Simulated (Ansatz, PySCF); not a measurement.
Molecule: dichloro(silyloxy)silane, H$_{4}$Si$_{2}$OCl$_{2}$, charge 0, multiplicity 1. SMILES: O([SiH3])[SiH](Cl)Cl
Coordinates optimised at B3LYP-D3(BJ)/def2-TZVP (Ansatz, an electronic-structure program):
```xyz
9

Si     2.3762    -0.5527    -0.3057
O      0.7609    -0.8680    -0.4549
Si    -0.7437    -0.3643    -0.1830
Cl    -1.0415    -0.1030     1.8291
Cl    -1.0625     1.4291    -1.1250
H      3.1010    -1.7003    -0.8856
H      2.7176    -0.3983     1.1240
H      2.7052     0.6871    -1.0399
H     -1.6992    -1.3497    -0.6872
```
Charge 0, spin multiplicity 1.

Property: atomisation energy, in kcal/mol. Conventions: atomisation electronic, to ground-state atoms; six Cartesian d functions in 6-31G* and its kin unless marked 5d; LANL2DZ with its own core potentials from Na on; non-relativistic; open shells spin-unrestricted; valence correlation only; no dispersion term unless named; 6-311+G** with 5d, 6d on Na to Ar in Ansatz; spin-orbit terms left out. CBS marks a two-point X^-3 extrapolation of the correlation energy; Hartree-Fock from the larger set. Ab initio and DFT rows: single points at B3LYP-D3(BJ) geometries (Ansatz).

Coupled cluster (Ansatz) is a level with limits of its own, used here on species with T1 under 0.025 (0.045 for open shells) and stable references: CCSD(T)/CBS(aug-cc-pV(T+d)Z,aug-cc-pV(Q+d)Z).

Value to compare with, CCSD(T)/CBS(aug-cc-pV(T+d)Z,aug-cc-pV(Q+d)Z) (Ansatz): 740.9 kcal/mol.

```tsv
level	program	atomisation energy (kcal/mol)	difference
HF/6-31G*	Ansatz	531.7	-209.2
HF/6-311+G**	Ansatz	534.1	-206.8
PBE/3-21G	Ansatz	651.4	-89.5
PBE/def2-SVP	Ansatz	713.8	-27.1
B3LYP/6-31G	Ansatz	596.4	-144.5
B3LYP/6-31G*	Ansatz	697.2	-43.7
B3LYP/6-31G**	Ansatz	700.0	-40.9
B3LYP/cc-pVDZ	Ansatz	681.4	-59.5
M06-2X/6-31G* (5d)	PySCF	716.0	-24.9
M06-2X/6-311+G**	PySCF	713.8	-27.1
MP2/STO-3G	Ansatz	702.2	-38.7
MP2/3-21G	Ansatz	549.3	-191.6
MP2/LANL2DZ	Ansatz	546.1	-194.8
MP2/6-311+G**	Ansatz	686.0	-54.9
B3LYP-D3(BJ)/def2-TZVPD	Ansatz + dftd3	727.4	-13.5
B2PLYP-D3(BJ)/def2-TZVPD	Ansatz + dftd3	725.4	-15.5
```

Among the 14 habitual levels, HF/6-31G* lies farthest from CCSD(T)/CBS(aug-cc-pV(T+d)Z,aug-cc-pV(Q+d)Z) (Ansatz) (-209.2 kcal/mol) and M06-2X/6-31G* (5d) nearest (-24.9); 0 of 14 lie above it, and their mean absolute difference is 96.7 kcal/mol, the median 57.2. One case shows no general order.

The levels are drawn from those run, B3LYP/6-31G* more often than the rest, none by its result; left out are runs that failed, that the program found above a lower state of the same kind, or whose <S^2> lies over 0.5 above the pure value.
